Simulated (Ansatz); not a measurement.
**Question.** Name a neutral molecule of F, Mo, O, S and H with LUMO energy (B3LYP/def2-TZVPP) between -3.80 and -3.50 eV and HOMO energy (ωB97M-V/def2-TZVPP) between -9.65 and -9.35 eV (Ansatz, PBE0-D4/def2-TZVP geometry).

**Answer.** `[OH][Mo]([F])(=[S])=[S]` (-3.53 eV, -9.54 eV). Other molecules can fit too; these were computed, each in one conformer that needn't be the lowest.

B3LYP here is the variant with VWN-RPA as its local correlation; programs differ in this.
